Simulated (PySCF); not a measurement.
Vibration and rotation of NaGe⁺

UHF-CCSD(T) constants of NaGe⁺, ³Π (triplet), unpaired electrons σ ↑, π ↑ (Na pcseg-1, Ge pcseg-1; no relativity (PySCF 2.14); masses 22.9898 and 73.9212 u):

```
ωe             : 107.8 cm⁻¹
ωexe           : 0.69 cm⁻¹
Be             : 0.085787 cm⁻¹
αe             : 0.000788 cm⁻¹
De to Na⁺ + Ge : 0.421 eV
```

Task: What force constant and bond length do these constants imply?

Result: Reduced mass μred = 17.536 u; k = 5.8918×10⁻⁷·μred·ωe² (u, cm⁻¹, mdyn/Å) = 0.120 mdyn/Å; Re = √(16.8576/(μred·Be)) (u, cm⁻¹, Å) = 3.348 Å.

Task: Estimate the centrifugal constant D from the Kratzer relation and find the Dunham coefficient a1.

Result: D = 4Be³/ωe² = 2.17e-07 cm⁻¹; a1 = −1 − αeωe/(6Be²) = -2.92.

Correlated steps freeze 10 core orbitals. Correlated levels converge slowly with the basis: in double zeta they bind strong bonds too weakly, by up to about 1 eV, and carry superposition errors of some tenths. Spin–orbit coupling is left out. For an ion De counts to the pair picked by the measured ionisation energies or electron affinities, which need not be the lowest pair at this level. The state was picked by a PBE0 search and need not be the measured ground state.
